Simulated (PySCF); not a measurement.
## Distorted geometries of [Pb(SH)3]−

[Pb(SH)3]− (singlet). PySCF 2.14.0, RKS PBE, Pb def2-SVP with ECP60, S def2-SVP, H def2-SVP; non-relativistic Hamiltonian with scalar-relativistic core potentials where named; density fitting; no spin-orbit coupling. Relaxed geometry:

```xyz
7

Pb    0.0000    0.0000    0.6034
S     2.3357   -0.3755   -0.7083
H     2.9458    0.5406    0.0996
S    -0.8426    2.2105   -0.7083
H    -1.9411    2.2809    0.0996
S    -1.4931   -1.8350   -0.7083
H    -1.0048   -2.8215    0.0996
```

**Question.** Order these distorted geometries by energy above the relaxed one, lowest first.
A.
```xyz
7

Pb    0.1214    0.0972    0.4547
S     2.3075   -0.5087   -0.6337
H     2.9600    0.6184   -0.0715
S    -0.8433    2.2075   -0.6744
H    -2.0450    2.1936    0.1852
S    -1.4674   -1.8481   -0.7004
H    -1.0332   -2.7598    0.2172
```
B.
```xyz
7

Pb   -0.0440    0.0222    0.6231
S     2.3605   -0.3338   -0.6671
H     2.9510    0.4715    0.1903
S    -0.8289    2.1978   -0.8019
H    -1.9529    2.4243    0.0563
S    -1.5236   -1.8982   -0.7348
H    -0.9621   -2.8837    0.1113
```
C.
```xyz
7

Pb   -0.0404   -0.0107    0.5766
S     2.3137   -0.3053   -0.7564
H     2.9085    0.4922    0.0444
S    -0.8211    2.1742   -0.6437
H    -1.9521    2.3562    0.1427
S    -1.4539   -1.8922   -0.7739
H    -0.9547   -2.8144    0.1873
```

**Answer.** B (0.13 eV), C (0.19 eV), A (0.45 eV).

**Question.** Which forces (eV/Å) act in the one that lies 0.45 eV up?

**Answer.** 
```
Pb  -1.35 -0.76  1.67
S    1.92  0.65 -0.52
H   -0.51 -0.90 -0.42
S   -1.93  0.97  0.42
H    1.74 -0.08 -1.15
S    0.10  0.11 -0.02
H    0.02  0.01  0.02
```
Forces carry noise of the integration grid, about 0.01 to 0.03 eV/Å.
